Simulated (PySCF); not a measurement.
## Kr¹⁸⁺ (krypton, charge +18) across methods

[Ar], closed-shell 1S. All numbers are calculated (PySCF 2.14, scalar relativity by spin-free X2C-1e, in an uncontracted even-tempered set (19 s from 1.7 bohr⁻², ratio 2.5; 12 p from 2.2 bohr⁻², ratio 2.5; 5 d from 12 bohr⁻², ratio 2.7; 4 f from 18 bohr⁻², ratio 2.7)).

```csv
method,E (hartree),mean ε 2p (eV),mean ε 3s (eV),mean ε 3p (eV),Σ⟨r²⟩ (bohr²),⟨S²⟩
PBE0,-2614.567,-2352.5,-844.14,-772.45,2.274,0.000
BHandHLYP,-2614.887,-2372.8,-853.16,-778.43,2.276,0.000
UHF,-2613.89100,-2410.8,-870.60,-789.35,2.277,0.000
LDA,-2610.816,-2331.5,-833.37,-765.72,2.275,0.000
M06,-2614.923,-2355.8,-845.10,-772.89,2.272,0.000
PBE,-2614.515,-2332.6,-834.70,-766.20,2.274,0.000
```

Problem. Estimate the same row for r2SCAN.

Solution. E (hartree) = -2614.800; mean ε 2p (eV) = -2342.5; mean ε 3s (eV) = -839.37; mean ε 3p (eV) = -768.30; Σ⟨r²⟩ (bohr²) = 2.275; ⟨S²⟩ = 0.000.
